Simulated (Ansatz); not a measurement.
```yaml
crystal:
  periodic: [false, false, false]
  atoms:
    - {symbol: Sb, position_ang: [1.320114, 0.080964, 1.085591]}
    - {symbol: Sb, position_ang: [-0.149926, -1.273728, -0.717134]}
    - {symbol: Sb, position_ang: [-1.170188, 1.192754, -0.368457]}
basis:
  gaussian: {orbitals: def2-SVP}
magnetization: {spin_polarized: true, initial_magnetization: 1}
hamiltonian: {xc: {name: B97}}
output: {forces: true}
```

```sh
$ ansatz run in.yaml --threads 4 --pin off --events-out ev --progress --plain --max-ram 3916MiB
```

Shortened log:

```
Functional definition: B97
1002 factors; integrals over basis functions are off by at most 1.9e-4 eV
mean field evaluation 1: about -19616.1036 eV, gradient 4.1e0 eV
mean field evaluation 2: about -19616.0858 eV, gradient 5.1e0 eV
mean field evaluation 4: about -19616.2998 eV, gradient 9.3e-1 eV
mean field evaluation 8: about -19616.3605 eV, gradient 2.1e-2 eV
mean field evaluation 16: about -19616.3606 eV, gradient 1.1e-4 eV
mean field -19616.36055053 eV, -720.8879537851 hartree, gradient 1.5e-5 eV, S^2 0.839369; 3 other end points of the search recorded, 0 dependent functions left out
reference -19616.36056888 eV, -720.8879544598 hartree; 35, 34 occupied and 43, 44 virtual orbitals, 1002 factors
Total energy: -19616.36056888 eV, -720.8879544598 hartree
Atom 0 at     1.320114     0.080964     1.085591 Å, force    -0.515976     0.527310    -0.161816 eV/Å
Atom 1 at    -0.149926    -1.273728    -0.717134 Å, force    -0.066417    -0.564255    -0.317688 eV/Å
Atom 2 at    -1.170188     1.192754    -0.368457 Å, force     0.582393     0.036946     0.479505 eV/Å
Dipole moment:    -0.010711    -0.090996    -0.051233 e Å
```

It took 3 s on 4 threads of Intel Xeon 6975P-C on a shared host.

In the def2 sets Sb takes a core potential; there is no spin–orbit coupling. The charge 0 doublet is spin-contaminated (final ⟨S²⟩ up to 0.84, 0.75 for a pure state).
